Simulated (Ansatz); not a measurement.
Species: C2H8BN2 (charge 0, doublet). It need not be the lowest isomer of its formula. 
Structure (B3LYP-D3(BJ)/def2-TZVP (Ansatz, a first-principles code) minimum search):
SMILES: B([CH]C)(N)N
```xyz
13

C      2.1256    -0.0392     0.0759
C      0.7892    -0.6889     0.1691
B     -0.5827    -0.0072    -0.0171
N     -1.7653    -0.7912     0.1110
N     -0.6726     1.3826    -0.3121
H      2.7448    -0.4998    -0.7047
H      2.0680     1.0284    -0.1444
H      2.6938    -0.1489     1.0085
H      0.8211    -1.7539     0.3921
H     -1.7354    -1.7727     0.3190
H     -2.6979    -0.4320     0.0064
H      0.1348     1.9696    -0.4114
H     -1.5395     1.8736    -0.4426
```
Charge 0, spin multiplicity 2.

Quantity: atomisation energy (electronic, to ground-state atoms), in eV. Cores are frozen in the correlated levels unless marked. UHF or UKS for open shells. Spin-orbit coupling is left out. Non-relativistic. The coupled-cluster limit lacks core correlation, which all-electron functionals hold. CBS(X,Y): correlation extrapolated as X^-3; Hartree-Fock from the larger set.

| level | program | atomisation energy (eV) |
|---|---|---|
| HF/cc-pVTZ | Ansatz | 38.21 |
| r2SCAN-D3(BJ)/def2-TZVPD | Ansatz + dftd3 | 52.33 |

Estimate the value at CCSD(T)/CBS(cc-pVTZ,cc-pVQZ) as computed with Ansatz.

51.95 eV
